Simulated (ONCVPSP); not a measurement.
**Cutoff test, Co (Z = 27), ONCV**

Co (Z = 27), optimised norm-conserving Vanderbilt (ONCV), made with ONCVPSP 4.0.1 (Wu-Cohen, non-relativistic). Core [Ar], reference 3d7 4s1.5 (charge +0.5). Waves: 4s: rc 2.00 bohr, ncon 4, nbas 9, qcut 3.1 1/bohr, 3 projectors, debl 2.9 Ha; p scattering state at 0.26 Ha: rc 1.90 bohr, ncon 3, nbas 6, qcut 4.7 1/bohr, 1 projector; 3d: rc 1.35 bohr, ncon 4, nbas 8, qcut 11.5 1/bohr, 2 projectors, debl 3 Ha. Local part: polynomial inside 1.10 bohr (lpopt 3, dvloc0 1 Ha). Core correction: Teter function, fcfact 2.25, rcfact 1.1.

Q: For each optimised wave give the share of its norm inside rc, the residual kinetic energy above qcut (Ha) and the cutoffs (Ha) for errors of 10, 1, 0.1 and 0.01 mHa per electron.

A:

```json
{"wave": "4s", "norm inside rc": "0.242", "residual KE": "8.0e-04", "10 mHa": "2.9", "1 mHa": "4.7", "0.1 mHa": "16.0", "0.01 mHa": "50.7"}
{"wave": "s projector 2", "norm inside rc": "0.119", "residual KE": "8.9e-02", "10 mHa": "8.5", "1 mHa": "20.1", "0.1 mHa": "42.9", "0.01 mHa": "62.2"}
{"wave": "s projector 3", "norm inside rc": "0.109", "residual KE": "3.7e-01", "10 mHa": "39.4", "1 mHa": "92.8", "0.1 mHa": "103.9", "0.01 mHa": "144.5"}
{"wave": "p projector 1", "norm inside rc": "0.082", "residual KE": "3.8e-05", "10 mHa": "1.5", "1 mHa": "4.4", "0.1 mHa": "6.7", "0.01 mHa": "31.8"}
{"wave": "3d", "norm inside rc": "0.761", "residual KE": "6.0e-06", "10 mHa": "45.0", "1 mHa": "53.0", "0.1 mHa": "59.1", "0.01 mHa": "64.8"}
{"wave": "d projector 2", "norm inside rc": "0.091", "residual KE": "3.1e-05", "10 mHa": "45.4", "1 mHa": "55.1", "0.1 mHa": "62.4", "0.01 mHa": "90.2"}
```

The occupied waves need 53 Ha and 59 Ha for 1 and 0.1 mHa. Note: ghosts flagged at negative energy: p at -3.0 eV (the flag in p may be a real empty level of the ion); GHOST(+) flagged for p at 34.0 eV, s at 145.5 eV. A true bound ghost makes a file unfit for plane-wave use.
